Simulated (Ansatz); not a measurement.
Isomers of Sn$_{2}$F$_{4}$ (singlet), relaxed with PBE0-D4/def2-SVP; total energies from Ansatz at ωB97M-V/def2-TZVP.

```json
{"isomer": "A", "description": "point group C2h; 6 × F–Sn 1.95 to 2.15 Å", "energy (Eh)": "-828.22122"}
{"isomer": "B", "description": "point group C2v; 6 × F–Sn 1.95 to 2.16 Å", "energy (Eh)": "-828.21617"}
```

In the def2 sets Sn takes a core potential; there is no spin–orbit coupling.

The isomers come from a short search, and lower ones may exist.

Problem. Work out the relative energies (1 Eh = 2625.5 kJ/mol) and the Boltzmann populations at 500 K from electronic energies alone (R = 8.314 J/mol/K).

Solution. ΔE: A 0.0, B 13.3 kJ/mol. RT = 4.16 kJ/mol. Factors exp(−ΔE/RT): A 1, B 0.0409; sum 1.041. Populations: A 96.1 %, B 3.9 %. Zero-point energy, vibrational entropy and symmetry numbers are left out and can shift these; an error of 4 kJ/mol changes a ratio by a factor of 2.6. Over the other density-functional and correlated levels in def2 sets, the gap between A and B ranges from 10 to 12 kJ/mol.
